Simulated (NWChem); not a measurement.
Molecule: hydrogen selenide (H2Se); SMILES [SeH2]

All runs: NWChem. This build's default masses of Se (78.918 u) and Br (79.917 u) are each other's, which moves their modes by up to 0.6 %. The level has its own optimisation; frequencies are unscaled.

Task: What does the run give for BP86/def2-TZVP? Quantities: r H–Se (Å); highest harmonic frequency (cm⁻¹); lowest (cm⁻¹); zero-point energy (kcal/mol); dipole (D).

Result: 
```yaml
r H–Se (Å): 1.480
highest harmonic frequency (cm⁻¹): 2367
lowest (cm⁻¹): 1021
zero-point energy (kcal/mol): 8.2
dipole (D): 0.73
```
